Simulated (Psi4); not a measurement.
S8, quintet, at a GFN2-xTB geometry of the parent state (a higher spin typed on purpose: for a closed-shell molecule this is an excited state); PBE0/3-21G (Psi4 1.11).

Psi4 was given this input:
```
memory 2 GB

molecule {
0 5
S     1.75411790   -1.78962887    0.07332880
S     1.52958456   -0.06385551    1.13564303
S     1.91565693    1.61650911    0.04727578
S     0.12771566    2.07563782   -0.95606029
S    -1.36295301    1.78306853    0.41879447
S    -2.36887737    0.11051203   -0.23977795
S    -1.52527058   -1.63948521    0.44497305
S    -0.06997411   -2.09275791   -0.92417688
}

set {
  basis 3-21g
  reference uks
}

energy('pbe0')
print_variables()
```

The log (banner, timings and long lists left out):

```
   => Loading Basis Set <=

    Name: 3-21G
    Role: ORBITAL
    Keyword: BASIS

         ---------------------------------------------------------
                                   SCF
               by Justin Turney, Rob Parrish, Andy Simmonett
                          and Daniel G. A. Smith
                              UKS Reference
         ---------------------------------------------------------

  ==> Geometry <==

    Molecular point group: c1
    Full point group: C1

    Geometry (in Angstrom), charge = 0, multiplicity = 5:

       Center              X                  Y                   Z               Mass
    ------------   -----------------  -----------------  -----------------  -----------------
         S            1.754117902500    -1.789628868750     0.073328798750    31.972071174400
         S            1.529584562500    -0.063855508750     1.135643028750    31.972071174400
         S            1.915656932500     1.616509111250     0.047275778750    31.972071174400
         S            0.127715662500     2.075637821250    -0.956060291250    31.972071174400
         S           -1.362953007500     1.783068531250     0.418794468750    31.972071174400
         S           -2.368877367500     0.110512031250    -0.239777951250    31.972071174400
         S           -1.525270577500    -1.639485208750     0.444973048750    31.972071174400
         S           -0.069974107500    -2.092757908750    -0.924176881250    31.972071174400

  Running in c1 symmetry.

  Rotational constants: A =      0.02354  B =      0.02216  C =      0.01339 [cm^-1]
  Rotational constants: A =    705.84459  B =    664.40353  C =    401.30957 [MHz]
  Nuclear repulsion = 1236.822305243623987

  Charge       = 0
  Multiplicity = 5
  Electrons    = 128
  Nalpha       = 66
  Nbeta        = 62

  ==> Algorithm <==

  SCF Algorithm Type is DF.
  DIIS enabled.
  MOM disabled.
  Fractional occupation disabled.
  Guess Type is SAD.
  Energy threshold   = 1.00e-06
  Density threshold  = 1.00e-06
  Integral threshold = 1.00e-12

  ==> Primary Basis <==

  Basis Set: 3-21G
    Blend: 3-21G
    Number of shells: 56
    Number of basis functions: 104
    Number of Cartesian functions: 104
    Spherical Harmonics?: false
    Max angular momentum: 1

  ==> DFT Potential <==

   => LibXC <=

    Version 7.1.2
    S. Lehtola, C. Steigemann, M. J. T. Oliveira, and M. A. L. Marques,  SoftwareX 7, 1–5 (2018) (10.1016/j.softx.2017.11.002)

   => Composite Functional: PBE0 <=

    PBE0 Hyb-GGA Exchange-Correlation Functional

    C. Adamo and V. Barone,  J. Chem. Phys. 110, 6158 (1999) (10.1063/1.478522)
    M. Ernzerhof and G. E. Scuseria,  J. Chem. Phys. 110, 5029 (1999) (10.1063/1.478401)

    Deriv               =              1
    GGA                 =           TRUE
    Meta                =          FALSE

    Exchange Hybrid     =           TRUE
    MP2 Hybrid          =          FALSE

   => Exchange Functionals <=

    0.7500   Perdew, Burke & Ernzerhof

   => Exact (HF) Exchange <=

    0.2500               HF

   => Correlation Functionals <=

    1.0000   Perdew, Burke & Ernzerhof

   => LibXC Density Thresholds  <==

    XC_HYB_GGA_XC_PBEH:  1.00E-15

   => Molecular Quadrature <=

    Radial Scheme          =       TREUTLER
    Pruning Scheme         =           NONE
    Nuclear Scheme         =       TREUTLER

    Blocking Scheme        =         OCTREE
    BS radius alpha        =              1
    Pruning alpha          =              1
    Radial Points          =             75
    Spherical Points       =            302
    Total Points           =         159726
    Total Blocks           =           1275
    Max Points             =            256
    Max Functions          =             80
    Weights Tolerance      =       1.00E-15

   => Loading Basis Set <=

    Name: (3-21G AUX)
    Role: JKFIT
    Keyword: DF_BASIS_SCF

  ==> Integral Setup <==

  SCF_SUBTYPE=INCORE selected. In-core MEM_DF algorithm will be used.
[...]
   @DF-UKS iter   1: -3168.23783609330849    9.56903e-01   2.57138e-03 DIIS/ADIIS
   @DF-UKS iter   2: -3168.15751362977608    8.03225e-02   3.60014e-03 DIIS/ADIIS
   @DF-UKS iter   3: -3168.10841404381335    4.90996e-02   4.12999e-03 DIIS/ADIIS
   @DF-UKS iter   4: -3168.28108959833980   -1.72676e-01   5.44936e-04 DIIS/ADIIS
   @DF-UKS iter   5: -3168.28227905999165   -1.18946e-03   4.11585e-04 DIIS/ADIIS
   @DF-UKS iter   6: -3168.28388537124192   -1.60631e-03   4.30577e-05 DIIS
   @DF-UKS iter   7: -3168.28409072752538   -2.05356e-04   3.96924e-05 DIIS
   @DF-UKS iter   8: -3168.28428912536401   -1.98398e-04   4.50421e-05 DIIS
   @DF-UKS iter   9: -3168.28425178671205    3.73387e-05   4.43969e-05 DIIS
   @DF-UKS iter  10: -3168.28369125165591    5.60535e-04   2.58580e-05 DIIS
   @DF-UKS iter  11: -3168.28364298326005    4.82684e-05   1.12638e-05 DIIS
   @DF-UKS iter  12: -3168.28365206277749   -9.07952e-06   1.79289e-05 DIIS
   @DF-UKS iter  13: -3168.28365628768506   -4.22491e-06   7.83113e-06 DIIS
   @DF-UKS iter  14: -3168.28365934721523   -3.05953e-06   3.62428e-06 DIIS
   @DF-UKS iter  15: -3168.28365999143625   -6.44221e-07   2.59775e-06 DIIS
   @DF-UKS iter  16: -3168.28366011042363   -1.18987e-07   1.15388e-06 DIIS
   @DF-UKS iter  17: -3168.28366020842850   -9.80049e-08   7.34306e-07 DIIS
  Energy and wave function converged.

  ==> Post-Iterations <==

   Electrons on quadrature grid:
      Nalpha   =   66.0000273046 ; deviation = 2.730e-05
      Nbeta    =   62.0000323783 ; deviation = 3.238e-05
      Ntotal   =  128.0000596830 ; deviation = 5.968e-05

   @Spin Contamination Metric:   1.481325258E-02
   @S^2 Expected:                6.000000000E+00
   @S^2 Observed:                6.014813253E+00
   @S   Expected:                2.000000000E+00
   @S   Observed:                2.000000000E+00

    Orbital Energies [Eh]
    ---------------------

    Alpha Occupied:

[...]
    Alpha Virtual:

[...]
    Beta Occupied:

[...]
    Beta Virtual:

[...]
    Final Occupation by Irrep:
              A
    DOCC [    62 ]
    SOCC [     4 ]
    NA   [    66 ]
    NB   [    62 ]

  @DF-UKS Final Energy: -3168.28366020842850

   => Energetics <=

    Nuclear Repulsion Energy =           1236.8223052436239868
    One-Electron Energy =               -6844.6490847735085481
    Two-Electron Energy =                2593.7395006690730952
    DFT Exchange-Correlation Energy =    -154.1963813476174607
    Empirical Dispersion Energy =           0.0000000000000000
    VV10 Nonlocal Energy =                  0.0000000000000000
    Total Energy =                      -3168.2836602084285005

  UHF NO Occupations:
  HONO-2 :   64  A 1.0000000
  HONO-1 :   65  A 1.0000000
  HONO-0 :   66  A 1.0000000
  LUNO+0 :   67  A 0.0027402
  LUNO+1 :   68  A 0.0015832
  LUNO+2 :   69  A 0.0009612
  LUNO+3 :   70  A 0.0007064

Computation Completed

Properties will be evaluated at   0.000000,   0.000000,   0.000000 [a0]

Properties computed using the SCF density matrix

 Multipole Moments:

 ------------------------------------------------------------------------------------
     Multipole            Electronic (a.u.)      Nuclear  (a.u.)        Total (a.u.)
 ------------------------------------------------------------------------------------

 L = 1.  Multiply by 2.5417464519 to convert [e a0] to [Debye]
 Dipole X            :          0.1846572           -0.0000000            0.1846572
 Dipole Y            :         -0.0101466            0.0000000           -0.0101466
 Dipole Z            :         -0.1807327            0.0000000           -0.1807327
 Magnitude           :                                                    0.2585838

 ------------------------------------------------------------------------------------

  Variable Map:
  ----------------------------------------------------------------------------
[...]
  Array Variable Map:
  ----------------------------------------------------------------------------
[...]
[...]
```
